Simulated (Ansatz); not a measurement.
The cluster HgS₂⁻, relaxed as a doublet with UKS PBE-D4/def2-TZVPD in Ansatz, starting from the GFN1-xTB geometry. Force threshold 0.02 eV/Å.

In the def2 sets Hg takes a core potential; there is no spin–orbit coupling. The highest occupied level of the charge -1 doublet lies above zero (up to 0.49 eV). The electron is either unbound and held by the finite basis, or the level is raised by self-interaction error. The structure comes from a short search, and lower isomers may exist.

Start:

```xyz
3

Hg   -0.9970    1.6660    0.0918
S     0.9917   -0.4940   -0.8684
S     0.0053   -1.1720    0.7766
```

(1) Estimate the energy that the relaxation releases and the steps that it takes.

(2) Does the start keep its bonding and symmetry?

(3) Predict the relaxed structure.

Answers

(1) 0.02 eV, in 4 steps; 5.5 s on 4 threads of Arm Neoverse V1 on a shared host. No frequencies were taken in this run, so the end may be a saddle point.

(2) Bonds lost: Hg1–S2, Hg1–S3 (atoms count from 1). The end holds 2 separate pieces. Point group C2v at the start, C2v at the end, both within 0.05 Å.

(3) 
Cartesian coordinates in Å:
```
Hg -1.041 1.739 0.096
S 1.008 -0.534 -0.861
S 0.033 -1.205 0.766
```
Bond lengths: 1 × S–S 2.01 Å.
